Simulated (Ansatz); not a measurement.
An input meant for Sn₂₇H₃₄, a nanocrystal cut from hexagonal tin (charge 0, triplet; atoms displaced at random, 0.03 Å in each coordinate).

```yaml
crystal:
  periodic: [false, false, false]
  atoms:
    - {symbol: Sn, position_ang: [-0.031153, -5.306348, -1.255907]}
    - {symbol: Sn, position_ang: [-2.269572, -4.035272, -0.310228]}
    - {symbol: Sn, position_ang: [-2.409857, -3.958702, 2.482495]}
    - {symbol: Sn, position_ang: [-2.254786, -1.273784, -4.116574]}
    - {symbol: Sn, position_ang: [-2.308668, -1.342584, -1.282491]}
    - {symbol: Sn, position_ang: [-4.609487, 0.006642, -0.328409]}
    - {symbol: Sn, position_ang: [-2.278739, -1.342122, 3.424889]}
    - {symbol: Sn, position_ang: [-4.627037, -0.172092, 2.396331]}
    - {symbol: Sn, position_ang: [-4.623904, 2.651959, -1.253647]}
    - {symbol: Sn, position_ang: [2.272279, -4.024415, -0.326952]}
    - {symbol: Sn, position_ang: [2.432631, -3.972595, 2.445333]}
    - {symbol: Sn, position_ang: [2.275122, -1.272029, -4.108478]}
    - {symbol: Sn, position_ang: [0.001256, 0.020183, -5.051127]}
    - {symbol: Sn, position_ang: [2.276746, -1.330574, -1.314941]}
    - {symbol: Sn, position_ang: [0.027732, -0.009421, -0.414532]}
    - {symbol: Sn, position_ang: [2.325449, -1.311832, 3.439420]}
    - {symbol: Sn, position_ang: [0.009904, 0.006081, 2.463840]}
    - {symbol: Sn, position_ang: [0.033348, 2.599531, -4.105474]}
    - {symbol: Sn, position_ang: [0.018824, 2.670106, -1.314682]}
    - {symbol: Sn, position_ang: [-2.278148, 3.965494, -0.361247]}
    - {symbol: Sn, position_ang: [-0.009589, 2.648381, 3.414073]}
    - {symbol: Sn, position_ang: [-2.159993, 4.119009, 2.462459]}
    - {symbol: Sn, position_ang: [4.627174, 0.124181, 2.542291]}
    - {symbol: Sn, position_ang: [4.627174, -0.175819, 2.492291]}
    - {symbol: Sn, position_ang: [4.600110, 2.640010, -1.273922]}
    - {symbol: Sn, position_ang: [2.241033, 4.012897, -0.332067]}
    - {symbol: Sn, position_ang: [2.204169, 4.148330, 2.488947]}
    - {symbol: H, position_ang: [0.048852, -6.957437, -0.759252]}
    - {symbol: H, position_ang: [-0.024321, -5.315852, -3.000223]}
    - {symbol: H, position_ang: [-3.674883, -4.808570, -0.976905]}
    - {symbol: H, position_ang: [-4.002741, -4.648715, 2.918114]}
    - {symbol: H, position_ang: [-1.268986, -4.993686, 3.198289]}
    - {symbol: H, position_ang: [-2.357960, -2.915870, -4.729935]}
    - {symbol: H, position_ang: [-3.736193, -0.537125, -4.711358]}
    - {symbol: H, position_ang: [-6.000122, -0.784047, -0.987901]}
    - {symbol: H, position_ang: [-2.294147, -1.335590, 5.099909]}
    - {symbol: H, position_ang: [-6.012153, -1.130249, 2.921386]}
    - {symbol: H, position_ang: [-4.929759, 1.394804, 3.172639]}
    - {symbol: H, position_ang: [-4.542384, 2.619131, -2.955783]}
    - {symbol: H, position_ang: [-5.994709, 3.503812, -0.783765]}
    - {symbol: H, position_ang: [3.670533, -4.833960, -0.957615]}
    - {symbol: H, position_ang: [1.301086, -4.994499, 3.159634]}
    - {symbol: H, position_ang: [4.007361, -4.612481, 2.881125]}
    - {symbol: H, position_ang: [2.289401, -2.986986, -4.709855]}
    - {symbol: H, position_ang: [3.733803, -0.500860, -4.630939]}
    - {symbol: H, position_ang: [-0.034816, 0.004395, -6.843071]}
    - {symbol: H, position_ang: [2.251872, -1.364506, 5.118922]}
    - {symbol: H, position_ang: [-1.368605, 3.504377, -4.639018]}
    - {symbol: H, position_ang: [1.390031, 3.529532, -4.671480]}
    - {symbol: H, position_ang: [-2.284135, 5.542259, -0.938595]}
    - {symbol: H, position_ang: [-0.045171, 2.659137, 5.170811]}
    - {symbol: H, position_ang: [-3.696921, 3.568321, 3.145140]}
    - {symbol: H, position_ang: [-1.932919, 5.695349, 2.936153]}
    - {symbol: H, position_ang: [5.996128, -0.778740, -1.015670]}
    - {symbol: H, position_ang: [5.975177, -1.116845, 2.942192]}
    - {symbol: H, position_ang: [4.921439, 1.403026, 3.180024]}
    - {symbol: H, position_ang: [4.541199, 2.588596, -2.973656]}
    - {symbol: H, position_ang: [6.014449, 3.476441, -0.761237]}
    - {symbol: H, position_ang: [2.302741, 5.620779, -1.005479]}
    - {symbol: H, position_ang: [3.729325, 3.565987, 3.182784]}
    - {symbol: H, position_ang: [1.965308, 5.790537, 2.907747]}
basis:
  gaussian: {orbitals: def2-SVP, fitting: {mean_field: def2-universal-jkfit}}
magnetization: {spin_polarized: true, initial_magnetization: 2}
hamiltonian: {xc: {name: PBE}}
scf: {omitted_lower_state_checks: [starts]}
```

```sh
$ ansatz run in.yaml --threads 11 --pin off --events-out ev --progress --plain --max-ram 174080MiB --backend cuda --devices 0, --max-vram 75GiB
```

It prints (some lines left out):

```
Functional definition: PBE
6498 factors; integrals over basis functions are off by at most 4.9e-1 eV
mean field evaluation 1: about -146193.9392 eV, gradient 1.7e2 eV
mean field evaluation 2: about -146075.4739 eV, gradient 1.4e2 eV
mean field evaluation 4: about -146176.2151 eV, gradient 6.3e1 eV
mean field evaluation 8: about -146249.2998 eV, gradient 4.3e-1 eV
mean field evaluation 16: about -146249.3812 eV, gradient 4.0e-5 eV
mean field -146249.38117073 eV, -5374.5656266333 hartree, gradient 1.4e-5 eV, S^2 2.201120; 0 other end points of the search recorded, 0 dependent functions left out
reference -146249.38132031 eV, -5374.5656321303 hartree; 315, 313 occupied and 557, 559 virtual orbitals, 6498 factors
Total energy: -146249.38132031 eV, -5374.5656321303 hartree
Checks for a lower state left out: starts
```

In this input one atom was put on top of another. The calculation finished and met its thresholds. The result belongs to that input, not to the species as meant.

In the def2 sets Sn takes a core potential; there is no spin–orbit coupling. The charge 0 triplet is spin-contaminated (final ⟨S²⟩ up to 2.20, 2.00 for a pure state).
